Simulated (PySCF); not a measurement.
Molecule: `C(OC)C1=CC(=O)C1=O`, C₆H₆O₃.

Geometry (Å), atoms numbered from 1 in this order:
```xyz
15

C    -2.5850    0.3425   -0.8243
O    -1.1986    0.1081   -0.8690
C    -0.5967    0.1425    0.3982
C     0.8527   -0.1094    0.2999
C     1.7257   -0.3642   -0.7098
C     2.9001   -0.4645    0.1917
O     4.0688   -0.6744    0.0739
C     1.9162   -0.1746    1.3529
O     1.9471   -0.0532    2.5396
H    -3.0975   -0.4160   -0.2202
H    -2.8078    1.3344   -0.4130
H    -2.9395    0.2881   -1.8509
H    -0.7523    1.1225    0.8854
H    -1.0410   -0.6160    1.0686
H     1.6034   -0.4578   -1.7722
```

Frames of a GFN2-xTB Langevin trajectory at 400 K; GIAO PBE0/pcSseg-1 shieldings in PySCF, gas phase, non-relativistic; equivalent atoms averaged within each frame.

Chemical shifts δ = σref − σ; 13C (σ = 186.93 ppm), 1H (σ = 31.72 ppm) vs TMS; H2O for 17O (σ = 336.08 ppm), all at this level. The references are static minima.

Question: How do the shifts (ppm) fluctuate along the trajectory?

Answer: 
```
         time (fs)     C4     C8     C5     C6    C3    C1     O9     O7    O2    H15
               250  205.2  199.5  199.0  197.6  76.4  59.2  612.9  609.3  27.7   9.88
               425  206.8  197.5  212.9  189.2  75.4  67.7  588.7  557.2   9.0  10.70
               625  221.2  196.0  190.0  204.4  77.2  56.5  574.2  609.6  -9.4   9.76
               800  216.9  197.9  194.4  197.7  67.6  66.4  574.3  607.2  -9.6   9.38
              1000  223.5  209.5  210.6  200.7  83.5  61.3  653.7  636.5  40.2  10.91
    mean of frames  214.7  200.1  201.4  197.9  76.0  62.2  600.8  603.9  11.6  10.13
standard deviation    8.3    5.4   10.0    5.6   5.7   4.8   33.5   28.8  22.2   0.65
```

5 frames give an uncertainty of the mean of about the standard deviation over 2.2 at best, since frames this close in time may not be independent; classical motion lacks zero-point vibration, and the reference would need the same averaging.
